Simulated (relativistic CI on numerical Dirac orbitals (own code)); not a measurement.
## Zr²⁺ (4d2) in a crystal field

Calculated by Dirac-Coulomb-Breit CI, orbitals from a KLI potential per configuration, QED by a radiative potential, valence Slater integrals scaled by 0.65, one configuration in a parametric crystal field (own radial code).

Field parameters in Wybourne normalisation: Oh B⁴₀ = 21Dq, B⁴₄ = √(5/14) B⁴₀. The field is a parameter set, without covalency.

S and J are read from ⟨S²⟩ = S(S + 1) and ⟨J²⟩ = J(J + 1) of each level; they are not fictitious spins.

Oh, 10Dq = 4700 cm⁻¹, the lowest 16 levels:

```tsv
E (cm⁻¹)	Degeneracy	Irrep	S	J
0.0	2	E	1.00	2.58
50.4	3	T2	1.00	2.73
559	3	T1	1.00	3.50
825	1	A1	1.00	3.90
4279	3	T2	0.97	3.06
4301	1	A2	1.00	3.00
4585	3	T1	1.00	3.48
4621	2	E	1.00	3.60
6511	3	T2	0.09	2.69
6638	2	E	0.04	2.95
9183	3	T2	0.99	3.43
9877	1	A1	0.99	0.63
10084	3	T1	1.00	1.20
10395	3	T2	0.98	2.14
10431	2	E	0.99	2.09
11718	3	T2	0.08	3.48
```

Oh, 10Dq = 42400 cm⁻¹, the lowest 16 levels:

```csv
E (cm⁻¹),Degeneracy,Irrep,S,J
0.0,2,E,1.00,2.71
3.9,3,T2,1.00,2.73
406,3,T1,1.00,3.35
588,1,A1,1.00,3.62
6165,3,T2,0.00,3.21
6194,2,E,0.00,3.24
14560,1,A1,0.00,2.62
41311,1,A2,1.00,3.00
41397,3,T2,1.00,3.12
41568,3,T1,1.00,3.40
41569,2,E,1.00,3.39
46488,1,A1,1.00,1.38
46588,3,T1,1.00,1.68
46761,3,T2,0.98,2.19
46804,2,E,1.00,2.20
48279,3,T2,0.05,3.05
```

Oh, 10Dq = 38650 cm⁻¹, the lowest 16 levels:

```tsv
E (cm⁻¹)	Degeneracy	Irrep	S	J
0.0	2	E	1.00	2.71
4.4	3	T2	1.00	2.73
410	3	T1	1.00	3.35
594	1	A1	1.00	3.63
6174	3	T2	0.00	3.20
6206	2	E	0.00	3.24
14528	1	A1	0.00	2.64
37576	1	A2	1.00	3.00
37662	3	T2	1.00	3.12
37833	3	T1	1.00	3.40
37834	2	E	1.00	3.40
42762	1	A1	1.00	1.36
42864	3	T1	1.00	1.67
43039	3	T2	0.98	2.19
43082	2	E	1.00	2.20
44549	3	T2	0.05	3.05
```

The free-ion ground term has S = 1. Every field shown keeps that spin.

Levels of this model without a field, named by their leading LS term (the scale mimics covalency, so terms lie below those of the real free ion): 3F_2 0, 3F_3 574, 3F_4 1262, 1D_2 6034, 3P_0 6695, 3P_1 6910, 3P_2 7454, 1G_4 9152 cm⁻¹.
